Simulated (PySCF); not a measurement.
SiHMe2(NHEt), C4H13NSi.
InChI=1S/C4H13NSi/c1-4-5-6(2)3/h5-6H,4H2,1-3H3

The closed-shell ground state was solved at several levels (PySCF, density fitting, gas phase, non-relativistic). Isolated species at its PBE0-D3(BJ)/def2-SVP geometry (one conformer only).

```json
{"level": "B3LYP/pcSseg-1", "basis functions": "174", "total energy (Eh)": "-504.5340", "HOMO (eV)": "-6.25", "LUMO (eV)": "0.95", "gap (eV)": "7.20", "dipole (D)": "0.64"}
{"level": "B3LYP/def2-SVPD", "basis functions": "228", "total energy (Eh)": "-504.3316", "HOMO (eV)": "-6.30", "LUMO (eV)": "0.35", "gap (eV)": "6.65", "dipole (D)": "0.59"}
```

Q: What might PBE0/pcSseg-1 (174 basis functions) give for the same quantities?

A: Total energy -504.1130 Eh, HOMO -6.48 eV, LUMO 1.26 eV, gap 7.74 eV, dipole 0.64 D.

Q: Over all these levels, which gives the widest orbital gap and which the narrowest?

A: PBE0/pcSseg-1 (global hybrid, 25 % exact exchange) has the widest, 7.74 eV, and B3LYP/def2-SVPD (global hybrid, 20 % exact exchange) the narrowest, 6.65 eV. Functional and basis both differ between the two, so the spread mixes both effects.

Q: How far do the dipole and the HOMO energy spread over the levels?

A: The dipole runs from 0.59 to 0.64 D (mean 0.62 D) and the HOMO from -6.48 to -6.25 eV.
